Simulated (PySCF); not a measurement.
Predicted microwave data (PBE0/pcSseg-1 in PySCF (dipole) on a GFN2-xTB geometry, gas phase) for one isomer of C7H11ClO:

```
Rotational constants : A = 1565, B = 1411, C = 924.6 MHz
Dipole components    : |μa| = 1.34 D, |μb| = 0.65 D, |μc| = 0.09 D
Inertial defect      : -134.63 u·Å²
κ                    : 0.52
```

Task: Which candidate fits, each taken in the one conformer that was computed?
A. `[O:1]=[C:2]([Cl:3])[CH:4]1[CH2:5][CH2:6][CH2:7][CH2:8][CH2:9]1` with O1–C2–C4–C5 122°, C2–C4–C5–C6 -68°, C4–C5–C6–C7 -59°, C5–C6–C7–C8 59°, C6–C7–C8–C9 -57° (cyclohexanecarbonyl chloride)
B. `[CH3:1][C:2]1([CH3:3])[CH2:4][C@:5]1([CH3:6])[C:7](=[O:8])[Cl:9]` with C4–C5–C7–O8 -12°
C. `[CH3:1][CH2:2][C@@:3]1([C:4](=[O:5])[Cl:6])[CH2:7][C@H:8]1[CH3:9]` with C1–C2–C3–C4 -71°, C2–C3–C4–O5 -9°
D. `[CH2:1]=[CH:2][O:3][CH2:4][C@H:5]([Cl:6])[C:7](=[CH2:8])[CH3:9]` with C1–C2–O3–C4 2°, C2–O3–C4–C5 179°, O3–C4–C5–Cl6 -75°, C4–C5–C7–C8 -124°
E. `[CH3:1][CH2:2][C@@:3]1([CH3:4])[CH2:5][C@H:6]1[C:7](=[O:8])[Cl:9]` with C1–C2–C3–C4 -68°, C5–C6–C7–O8 23°
F. `[CH3:1][C@@H:2]1[CH2:3][C@@:4]12[CH2:5][O:6][CH2:7][C@@H:8]2[Cl:9]` with C1–C2–C3–C4 -111°, C2–C3–C4–C5 -111°, C3–C4–C5–O6 -163°, C4–C5–O6–C7 36°

Result: F. It is C[C@@H]1C[C@@]12COC[C@@H]2Cl, an asymmetric top, point group C1. The candidates at the same level (rigid rotor, commonest isotopes):

| SMILES | A (MHz) | B (MHz) | C (MHz) | μa (D) | μb (D) | μc (D) | Δ (u·Å²) | point group | rotor |
| --- | --- | --- | --- | --- | --- | --- | --- | --- | --- |
| C[C@@H]1C[C@@]12COC[C@@H]2Cl | 1565 | 1411 | 924.6 | 1.34 | 0.65 | 0.09 | -134.63 | C1 | asymmetric top |
| C=COC[C@H](Cl)C(=C)C | 2036 | 773.7 | 666.6 | 0.16 | 2.36 | 0.11 | -143.26 | C1 | asymmetric top |
| CC[C@@]1(C)C[C@H]1C(=O)Cl | 2466 | 791.2 | 707.8 | 3.03 | 2.15 | 0.31 | -129.62 | C1 | near-prolate asymmetric top |
| O=C(Cl)C1CCCCC1 | 2433 | 997.7 | 862.3 | 2.22 | 1.20 | 1.65 | -128.12 | C1 | asymmetric top |
| CC[C@@]1(C(=O)Cl)C[C@H]1C | 1618 | 1213 | 839.3 | 3.19 | 1.70 | 0.83 | -126.92 | C1 | asymmetric top |
| CC1(C)C[C@]1(C)C(=O)Cl | 2152 | 1040 | 886.1 | 3.09 | 1.92 | 0.01 | -150.59 | C1 | asymmetric top |

`CC[C@@]1(C)C[C@H]1C(=O)Cl` has A 58 % too high; `CC1(C)C[C@]1(C)C(=O)Cl` has A 38 % too high; `C=COC[C@H](Cl)C(=C)C` has B 45 % too low; `CC[C@@]1(C(=O)Cl)C[C@H]1C` has B 14 % too low; `O=C(Cl)C1CCCCC1` has A 55 % too high. No structure here is proved a minimum.
